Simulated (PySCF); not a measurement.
## Electronic structure of Nb²⁺ (niobium, charge +2) at the M06-L level

Configuration: [Kr] 4d2 5s1, high-spin 4F determinant (an excited configuration). Calculation: PySCF 2.14, in ANO-RCC-VTZP (7s6p4d2f1g, 68 functions); scalar relativity by spin-free X2C-1e.

- Total energy: -3818.20 hartree
- One-electron energy: -5237.98 hartree
- Hartree (Coulomb) energy: 1538.91 hartree
- Exchange-correlation energy: -119.13 hartree
- ⟨S²⟩: 3.7512
- ⟨L²⟩: 12.011
- Sum of ⟨r⟩: 25.72 bohr
- Sum of ⟨r²⟩: 36.99 bohr²
- Langevin diamagnetic susceptibility: -29.3 ×10⁻⁶ cm³/mol

```
shell  electrons  mean orbital energy (eV)  spread (eV)  rms radius, mean of both spins (bohr)
 1s α          1                  -18839.3            0                                 0.0415
 1s β          1                  -18839.2            0                                 0.0415
 2s α          1                   -2670.8            0                                  0.171
 2s β          1                   -2670.5            0                                  0.171
 2p α          3                   -2383.6            0                                  0.152
 2p β          3                   -2383.4            0                                  0.152
 3s α          1                   -471.14            0                                  0.472
 3s β          1                   -470.96            0                                  0.472
 3p α          3                   -375.86            0                                  0.479
 3p β          3                   -375.65            0                                  0.479
 3d α          5                   -221.40        0.027                                  0.475
 3d β          5                   -221.07        0.216                                  0.475
 4s α          1                   -82.140            0                                   1.23
 4s β          1                   -80.666            0                                   1.23
 4p α          3                   -57.249            0                                   1.37
 4p β          3                   -55.557            0                                   1.37
 4d α          2                   -23.269        0.001                                   1.94
 5s α          1                   -18.732            0                                   3.32
```

Densities and radii are taken from the X2C orbitals without a picture-change correction, which distorts them close to the nucleus.
